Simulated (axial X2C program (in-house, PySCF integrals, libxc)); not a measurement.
# What spin–orbit coupling does to CsP

Calculated with an axial X2C code built on PySCF integrals. Spin-free means the one-electron spin-free X2C Hamiltonian; two-component (2c) means X2C with spin–orbit coupling and atomic mean-field two-electron Coulomb and Gaunt terms, so the difference of the two also holds small scalar two-electron terms. Basis: Cs dyall-cv3z [15s15p9d4f1g], P dyall-v3z [8s7p2d1f] (cores contracted in-house); Gaussian nuclei, density fitting, unrestricted open shells. Masses: Cs 132.905 u, P 30.974 u.

Spin-free state: M_S = 1, Λ = 0 (beyond evenly filled blocks: π+α, π-α); fragments Cs + P.

```
    level  Re (Å)  ωe (cm⁻¹)  De (eV)   μ (D)
     PBE0   3.270      167.3    1.425   -9.94
       HF   3.403      158.1    0.364  -12.18
     CCSD   3.316      167.1    1.057     n/a
  CCSD(T)   3.310      167.1    1.109     n/a
BHandHLYP   3.314      165.2    1.296  -10.73
    B97-3   3.303      162.6    1.567  -10.39
   r2SCAN   3.293      163.3    1.455  -10.10
```

Correlated methods: 14 electrons correlated (number of frozen shells: Cs 4 s, 3 p, 2 d; P 2 s, 1 p), 266 virtual spin orbitals or spinors in MP2, 132 natural virtuals in coupled cluster.

Dipoles are positive if P is the positive end.

Two-component determinant lowest at the distance of the search:

Ω = 1 (⟨Sz⟩ = 1.00, ⟨Lz⟩ = 0.00 at HF); fragments Cs + P.

| level | Re (Å) | ωe (cm⁻¹) | De (eV) | μ (D) |
| --- | --- | --- | --- | --- |
| PBE0 | 3.269 | 167.5 | 1.425 | -9.91 |
| HF | 3.402 | 158.2 | 0.364 | -12.16 |
| CCSD | 3.315 | 167.2 | 1.057 | n/a |
| CCSD(T) | 3.309 | 167.2 | 1.110 | n/a |
| BHandHLYP | 3.313 | 165.3 | 1.296 | -10.71 |
| B97-3 | 3.302 | 162.7 | 1.567 | -10.36 |
| r2SCAN | 3.292 | 163.4 | 1.455 | -10.08 |

Task: From the two tables, how do the constants change at the CCSD(T) level (2c against spin-free)?

Result: At the CCSD(T) level Re decreases by 0.001 Å and ωe doesn't move by more than 0.2 cm⁻¹; De changes by 0.001 eV.

One determinant describes the state; a PBE0 search over occupations chose it and may have missed a lower one. Dissociation energies refer to the lowest single-determinant-based atoms at the same level and basis. Density functionals use the spin component along the axis (collinear). CCSD and (T) use frozen natural virtuals with an MP2 correction for the truncation; (T) itself is uncorrected, so its De runs slightly low. Other states lie close and PBE0, whose exact exchange favours high spin, may order them wrongly; the determinant shown need not be the ground state. The nearest other spin-free determinant of the search, M_S = 1, Λ = 1, lies 0.32 eV up at the distance of the search. With several unpaired electrons one determinant need not be a pure state. Open-shell Ω = 0 determinants with evenly filled partner blocks cannot be reached by this program, so the Ω shown need not be the lowest component. This is the Ω = 1 component of a π² triplet; the 0⁺ component is not one determinant and can lie lowest. The stretched end of a curve changes character and is left out.
